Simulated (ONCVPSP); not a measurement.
**What one change does to a pseudopotential (B (Z = 5), ONCV)**

B, optimised norm-conserving Vanderbilt (ONCV), made with ONCVPSP 4.0.1 (Wu-Cohen, scalar-relativistic). Core [He], reference 2s1.5 (charge +1.5). Waves: 2s: rc 1.50 bohr, ncon 4, nbas 7, qcut 4.6 1/bohr, 2 projectors, debl 3.6 Ha; p scattering state at 0.17 Ha: rc 1.60 bohr, ncon 3, nbas 6, qcut 4.1 1/bohr, 2 projectors, debl 0.3 Ha. Local part: polynomial inside 1.35 bohr (lpopt 5, dvloc0 0 Ha). Core correction: none.

In the p channel the program set the typed energies aside and used 0.050, 0.350 Ha.

Change: s: qcut 4.2.

Cutoffs: the cutoffs (Ha) at which the residual kinetic energy of the hardest occupied pseudo-wave falls to 1 and 0.1 mHa per electron; they do not see the model core or the augmentation charge, which bear on the density cutoff. Errors are all-electron minus pseudo energies relative to the spin-unpolarised reference configuration.

Question: Predict the effect on cutoff, ghosts and configuration errors.

Answer: The potential gets harder (12 Ha and 45 Ha → 19 Ha and 48 Ha); the errors of the 4 common tests hardly move; neither file shows a bound ghost.

```tsv
quantity	base	changed
cutoff, loose	12 Ha	19 Ha
cutoff, tight	45 Ha	48 Ha
bound ghosts	none	none
GHOST(+) flags under 300 eV	none	none
error for 2s2 2p1, meV [ΔE -19.31 eV]	+75	+75
error for 2s2, meV [ΔE -11.16 eV]	+3.6	+3.3
error for 2s1, meV [ΔE 14.14 eV]	+5.8	+5.3
error for 2s2 2p0.5, meV [ΔE -16.45 eV]	+41	+41
s: phases at 1.52 bohr within 0.05 rad from the reference energy up to (Ha; the scan ends near 5)	4.6	4.6
p: phases at 1.63 bohr within 0.05 rad from the reference energy up to (Ha; the scan ends near 5)	2.3	2.3
```

Base: The cutoffs count occupied waves only; projector 1 of the p channel, the hardest unoccupied one, needs 36 Ha at the loose tolerance.
